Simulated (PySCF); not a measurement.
**Eu⁵³⁺ (europium, charge +53): Hartree-Fock from Schrödinger to Dirac-Coulomb-Breit**

Occupied: 1s1/2, 2s1/2, 2p1/2, 2p3/2. Hartree-Fock calculated with PySCF 2.14 in an uncontracted even-tempered set (16 s from 11 bohr⁻², ratio 2.7; 13 p from 13 bohr⁻², ratio 2.7), Gaussian nucleus throughout. NR is non-relativistic, sf-X2C the spin-free one-electron X2C Hamiltonian, X2C adds the bare one-electron spin-orbit term, X2C-SNSO screens it by Boettger's factors, DC is four-component Dirac-Coulomb, and the Gaunt and Breit terms are added at first order (total energies over the DC spinors, levels after relaxing the spinors in that mean field). QED terms are absent. Levels marked empty are virtual spinors of this ion.

| Hamiltonian | E (hartree) |
| --- | --- |
| NR | -7400.5951 |
| sf-X2C | -7765.9959 |
| X2C | -7771.7082 |
| X2C-SNSO | -7771.3325 |
| DC | -7774.3075 |
| DC+Gaunt | -7765.9122 |
| DC+Breit | -7766.6451 |

```csv
level (eV),NR,sf-X2C,X2C,X2C-SNSO,DC,DC+Gaunt,DC+Breit
1s1/2,-50012.2,-52863.8,-52856.9,-52857.3,-52908.8,-52769.8,-52779.0
2s1/2,-11138.5,-11946.2,-11944.5,-11944.6,-11951.4,-11936.8,-11937.7
2p1/2,-10816.0,-11095.2,-11587.0,-11569.4,-11573.5,-11547.7,-11550.4
2p3/2,-10816.0,-11095.2,-10886.2,-10892.5,-10897.4,-10879.6,-10882.3
3s1/2 (empty),-4580.6,-4836.1,-4835.8,-4835.8,-4837.5,-4833.5,-4834.0
3p1/2 (empty),-4476.7,-4589.2,-4718.7,-4714.1,-4715.2,-4708.5,-4709.4
3p3/2 (empty),-4476.7,-4589.2,-4533.6,-4535.3,-4536.3,-4531.8,-4532.7
```

Task: How large are the two-electron picture-change error of X2C and the Breit correction in the total energy?

Result: X2C-1e lies 2.5993 hartree above Dirac-Coulomb; Gaunt adds 8.3953 and the full Breit term 7.6624 hartree.

| interval (eV) | X2C | X2C-SNSO | DC | DC+Gaunt | DC+Breit |
| --- | --- | --- | --- | --- | --- |
| 2p3/2 − 2p1/2 | 700.8 | 676.9 | 676.1 | 668.1 | 668.0 |
| 3p3/2 − 3p1/2 | 185.1 | 178.8 | 178.9 | 176.7 | 176.7 |

Weight of the small component: 1s1/2 0.0550, 2s1/2 0.0126, 2p1/2 0.0125, 2p3/2 0.0117, 3s1/2 0.00495, 3p1/2 0.00488, 3p3/2 0.00467.

Koopmans' value for the highest occupied level at DC+Breit: 10882.3 eV, against an ionisation energy of 10880 ± 5 eV (theoretical estimate listed by NIST; NIST Atomic Spectra Database, ionization energies); the former lacks relaxation, correlation, QED and recoil.

The whole ladder took 57 s of wall time on 1 thread of Neoverse-V2 (shared host), launched as `OMP_NUM_THREADS=1 python relrun2.py TASK.json OUT` (a driver that calls PySCF for each Hamiltonian).
